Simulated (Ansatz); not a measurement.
A run for Ansatz (a program for electronic structure): U-CCSD(T)/cc-pV(T+d)Z on ClFSi (SMILES F[Si]Cl), a point of a bond scan (R = 3.669 Å). Files ending in .json are basis or fitting sets from the Basis Set Exchange.

Ansatz 0.2 input:
```yaml
crystal:
  periodic: [false, false, false]
  atoms:
    - {symbol: Si, position_ang: [0.34761579, 0.26750639, 0.78195685]}
    - {symbol: F, position_ang: [0.95036201, 1.34196481, -0.25474125]}
    - {symbol: Cl, position_ang: [-1.64217000, -1.82944464, -1.47739516]}
basis:
  gaussian:
    orbitals: cc-pV_T+d_Z.json
correlation: {method: ccsd_t, electrons: outside_noble_gas}
scf: {omitted_lower_state_checks: [cluster_reference]}
magnetization: {spin_polarized: true, initial_magnetization: 0}
```

The head of its log:

```
WARN ansatz: RAYON_NUM_THREADS=1 ignored (pool sized by the plan → 1); use --threads N
Functional definition: HF
these checks for a lower state are left out or cut short: cluster_reference
integrals: 0.21 GiB planned
663 factors; integrals over basis functions are off by at most 9.8e-4 eV
mean field: 0.29 GiB planned
mean field evaluation 1: about -23069.3031 eV, gradient 2.4e1 eV
mean field evaluation 2: about -23069.3065 eV, gradient 2.4e1 eV
mean field evaluation 4: about -23072.3637 eV, gradient 1.7e0 eV
mean field evaluation 8: about -23072.3931 eV, gradient 5.0e-3 eV
mean field evaluation 16: about -23072.7134 eV, gradient 1.4e0 eV
mean field evaluation 32: about -23072.4343 eV, gradient 4.5e-1 eV
mean field evaluation 64: about -23072.8159 eV, gradient 2.4e-1 eV
mean field evaluation 96: about -23072.6254 eV, gradient 4.4e-2 eV
mean field evaluation 128: about -23072.8169 eV, gradient 8.6e-2 eV
mean field evaluation 160: about -23072.8159 eV, gradient 2.4e-1 eV
mean field evaluation 192: about -23072.6097 eV, gradient 4.9e-1 eV
mean field evaluation 224: about -23071.3531 eV, gradient 7.4e0 eV
mean field evaluation 256: about -23072.3931 eV, gradient 5.4e-5 eV
mean field -23072.81701459 eV, -847.9103859691 hartree, gradient 5.8e-6 eV, S^2 0.881116; 18 other end points of the search recorded, 0 dependent functions left out
11 core orbitals not correlated
reference -23072.81701459 eV, -847.9103859691 hartree; 9, 9 occupied and 88, 88 virtual orbitals, 663 factors
```

Predict the final total energy.

-848.4736 hartree (reference determinant -847.9104, T1 diagnostic 0.085). Its determinant has ⟨S²⟩ = 0.88, a mixture of spin states.
